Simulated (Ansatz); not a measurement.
Start from `C[BH][GaH][CH3]` and change one atom or group to get `C[BH][Ga]([CH3])[F]`.

Ansatz, PBE0-D4/def2-TZVP geometries, multiplicity 1. Each molecule was computed in one conformer, which needn't be the lowest.

Scalar relativity is left out up to krypton.

```csv
property,`C[BH][GaH][CH3]`
HOMO energy (B3LYP/def2-TZVPP) / eV,-6.67
HOMO energy (PBE0/def2-TZVPP) / eV,-6.85
HOMO energy (ωB97M-V/def2-TZVPP) / eV,-8.99
size of the dipole moment (ωB97M-V/def2-TZVPP) / D,1.17
LUMO energy (PBE0/def2-TZVPP) / eV,-1.48
LUMO energy (ωB97M-V/def2-TZVPP) / eV,0.42
```

**Question.** Give the same properties after the change, and the shifts. (Best estimate.)

**Answer.** The calculation gave: 
| property | `C[BH][Ga]([CH3])[F]` | shift |
| --- | --- | --- |
| HOMO energy (B3LYP/def2-TZVPP) / eV | -7.05 | -0.38 |
| HOMO energy (PBE0/def2-TZVPP) / eV | -7.24 | -0.39 |
| HOMO energy (ωB97M-V/def2-TZVPP) / eV | -9.37 | -0.38 |
| size of the dipole moment (ωB97M-V/def2-TZVPP) / D | 3.18 | 2.01 |
| LUMO energy (PBE0/def2-TZVPP) / eV | -1.91 | -0.43 |
| LUMO energy (ωB97M-V/def2-TZVPP) / eV | 0.03 | -0.39 |

Dipoles are sizes alone; their direction can turn.

B3LYP here is the variant with VWN-RPA as its local correlation; programs differ in this.
